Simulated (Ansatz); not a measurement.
Mulliken charges of CH$_{3}$BOS (`OBC=S`) from r2SCAN/def2-TZVPP in Ansatz (PBE0-D4/def2-TZVP geometry).

```csv
atom,x (Å),y (Å),z (Å),charge (e)
O1,-1.381,0.347,0.504,-0.283
B2,-0.152,0.450,-0.047,0.204
C3,0.711,-0.858,-0.104,-0.093
S4,2.195,-0.886,-0.736,-0.133
H5,-1.868,1.175,0.514,0.225
H6,0.264,1.489,-0.474,-0.022
H7,0.291,-1.785,0.298,0.101
```

Task: By hand: the dipole of these point charges (1 e Å = 4.8032 D).

Result: Σ q r = (-0.395, 0.243, 0.112) e Å, of length 0.477 e Å = 2.29 D.

Task: How does the dipole of the full density compare? (Estimate.)

Result: The calculation gave: (-0.459, 0.263, 0.134) e Å, 2.62 D; the point charges give 0.87 times that, at 2° from its direction.

Point charges leave out the atoms' own dipoles, such as those of lone pairs, and Mulliken's split depends on the basis, so the close match here is no proof of good charges.
